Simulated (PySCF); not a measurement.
## Spin-rotation constants: `CO[Si@](C)(N)C#N`, C3H8N2OSi

Molfile (atoms numbered from 1):
```
C3H8N2OSi
     RDKit          3D

 15 14  0  0  0  0  0  0  0  0999 V2000
    1.4941   -1.1965    1.2047 C   0  0  0  0  0  0  0  0  0  0  0  0
    1.1356    0.0244    0.6222 O   0  0  0  0  0  0  0  0  0  0  0  0
   -0.2587    0.4898   -0.0836 Si  0  0  2  0  0  4  0  0  0  0  0  0
   -0.7221   -0.4932   -1.6366 C   0  0  0  0  0  0  0  0  0  0  0  0
   -0.1734    2.1680   -0.4201 N   0  0  0  0  0  0  0  0  0  0  0  0
   -1.6468    0.2792    1.1677 C   0  0  0  0  0  0  0  0  0  0  0  0
   -2.4696    0.0998    1.9438 N   0  0  0  0  0  0  0  0  0  0  0  0
    0.7827   -1.4782    1.9842 H   0  0  0  0  0  0  0  0  0  0  0  0
    2.4839   -1.0751    1.6458 H   0  0  0  0  0  0  0  0  0  0  0  0
    1.5279   -1.9892    0.4538 H   0  0  0  0  0  0  0  0  0  0  0  0
    0.0956   -0.5003   -2.3525 H   0  0  0  0  0  0  0  0  0  0  0  0
   -1.5891   -0.0661   -2.1292 H   0  0  0  0  0  0  0  0  0  0  0  0
   -0.9583   -1.5272   -1.3990 H   0  0  0  0  0  0  0  0  0  0  0  0
    0.1430    2.7983    0.2981 H   0  0  0  0  0  0  0  0  0  0  0  0
    0.1508    2.4742   -1.3212 H   0  0  0  0  0  0  0  0  0  0  0  0
  1  2  1  0
  2  3  1  0
  3  4  1  0
  3  5  1  0
  3  6  1  1
  6  7  3  0
  1  8  1  0
  1  9  1  0
  1 10  1  0
  4 11  1  0
  4 12  1  0
  4 13  1  0
  5 14  1  0
  5 15  1  0
M  END
```

The calculation used GIAO B97-D/6-311G** magnetisability, rotational g tensor and spin-rotation constants, non-relativistic, gas phase in PySCF 2.14.0. Geometry: GFN2-xTB.

Give the nuclear spin-rotation constants along the inertial axes (H = +C I·J) beside the isotropic shieldings.

Rotational constants 2.1515, 1.8669, 1.4594 GHz. A star marks the isotopologue with that one atom substituted, in its own axes.
| atom | isotope | Caa (kHz) | Cbb (kHz) | Ccc (kHz) | mean (kHz) | σ (ppm) |
| --- | --- | --- | --- | --- | --- | --- |
| N5 | 14N | 0.094 | 0.081 | 0.047 | 0.074 | 236.2 |
| N7 | 14N | 0.236 | 0.296 | 0.357 | 0.296 | -61.6 |
| H8 | 1H | -0.055 | -0.036 | -0.156 | -0.083 | 28.1 |
| H9 | 1H | -0.033 | -0.180 | -0.059 | -0.091 | 28.1 |
| H10 | 1H | -0.166 | -0.197 | 0.036 | -0.109 | 28.4 |
| H11 | 1H | -0.076 | -0.157 | -0.166 | -0.133 | 32.3 |
| H12 | 1H | -0.112 | -0.128 | -0.156 | -0.132 | 32.0 |
| H13 | 1H | -0.279 | -0.117 | -0.049 | -0.148 | 31.9 |
| H14 | 1H | -0.296 | -0.205 | 0.018 | -0.161 | 31.4 |
| H15 | 1H | -0.255 | 0.006 | -0.176 | -0.142 | 31.4 |
| C1 | 13C* | 0.444 | 0.307 | 0.304 | 0.352 | 133.4 |
| O2 | 17O* | -0.181 | -0.212 | -0.114 | -0.169 | 284.9 |
| Si3 | 29Si* | -1.317 | -1.132 | -0.792 | -1.081 | 388.5 |
| C4 | 13C* | 0.227 | 0.212 | 0.169 | 0.203 | 188.6 |
| C6 | 13C* | 0.372 | 0.506 | 0.635 | 0.504 | 69.9 |

For the geometry as given, no vibrational averaging.
